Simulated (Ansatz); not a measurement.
A run for Ansatz (a first-principles code): R-B3LYP/def2-TZVPP on BrOTa (SMILES [O]=[Ta][Br]), 2S+1 = 1, a spin state set in the input, which need not be the lowest. Elements past Kr take the def2 small-core potentials; no spin–orbit coupling.

Ansatz 0.2 input:
```yaml
crystal:
  periodic: [false, false, false]
  atoms:
    - {symbol: Ta, position_ang: [0.55788299, -0.34789386, 0.44835392]}
    - {symbol: O, position_ang: [1.13029050, -0.06786520, -1.12840789]}
    - {symbol: Br, position_ang: [-1.72134221, 0.46313066, 0.60973433]}
basis:
  gaussian:
    orbitals: def2-TZVPP
hamiltonian:
  xc: {name: B3LYP}
```

It printed:

```
WARN ansatz: RAYON_NUM_THREADS=4 ignored (pool sized by the plan → 4); use --threads N
Functional definition: B3LYP
integrals: 0.05 GiB planned
938 factors; their error is unknown
mean field: 0.54 GiB planned
mean field evaluation 1: about -73637.1823 eV, gradient 7.6e1 eV
mean field evaluation 2: about -73416.2552 eV, gradient 2.6e2 eV
mean field evaluation 4: about -73645.9638 eV, gradient 2.6e1 eV
mean field evaluation 8: about -73647.8372 eV, gradient 2.2e-1 eV
mean field evaluation 16: about -73648.1854 eV, gradient 7.8e-4 eV
mean field -73648.18540995 eV, -2706.5208932825 hartree, gradient 6.4e-5 eV, S^2 0.000000; 0 other end points of the search recorded, 0 dependent functions left out
reference -73648.18562531 eV, -2706.5209011969 hartree; 28, 28 occupied and 107, 107 virtual orbitals, 938 factors
Total energy: -73648.18562531 eV, -2706.5209011969 hartree
```

The run converged.

Cost: about 4 core-seconds (a rough figure).
